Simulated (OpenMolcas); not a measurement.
Pd2+ (d8) among equal point charges was computed by CASSCF with the d shell active (OpenMolcas, ANO-RCC-VTZP on the metal). Its lowest spin-free states, and all those of the highest spin:

```json
{"2S+1": "3", "Degeneracy": "1", "E (cm-1)": "0.0"}
{"2S+1": "3", "Degeneracy": "1", "E (cm-1)": "6147"}
{"2S+1": "3", "Degeneracy": "2", "E (cm-1)": "6447"}
{"2S+1": "3", "Degeneracy": "2", "E (cm-1)": "10924"}
{"2S+1": "3", "Degeneracy": "1", "E (cm-1)": "11146"}
{"2S+1": "1", "Degeneracy": "1", "E (cm-1)": "14775"}
{"2S+1": "1", "Degeneracy": "1", "E (cm-1)": "14905"}
{"2S+1": "1", "Degeneracy": "1", "E (cm-1)": "19995"}
{"2S+1": "1", "Degeneracy": "2", "E (cm-1)": "20325"}
{"2S+1": "3", "Degeneracy": "2", "E (cm-1)": "22185"}
{"2S+1": "3", "Degeneracy": "1", "E (cm-1)": "23081"}
{"2S+1": "1", "Degeneracy": "1", "E (cm-1)": "23537"}
```

Question: Is the site octahedral, tetrahedral or cube-like, axial, or of lower symmetry?

Answer: The states with 2S+1 = 3 have orbital degeneracies 1, 1, 2, 2, 1, 2, 1. There are pairs but no triples, so the site is axial: not cubic, but with a proper or improper axis of order three or more. The run had Pd2+ among 6 point charges of -1.7 e arranged as a tetragonal octahedron (D4h), 2.1 Å from the ion, with the axial distance 2.037 Å. The active orbitals were held to one l.

Without dynamic correlation the repulsion within the d shell is too large (B by tens of per cent), so at a given field states of lower spin stand too high. Real 4d8 and 5d8 ions are as a rule square planar and diamagnetic. Point charges give a weaker field than real ligands, and real ions of this kind are as a rule low spin; the high spin found here belongs to the model. This is an electrostatic model: the charges have no orbitals. No measured value stands beside these numbers.
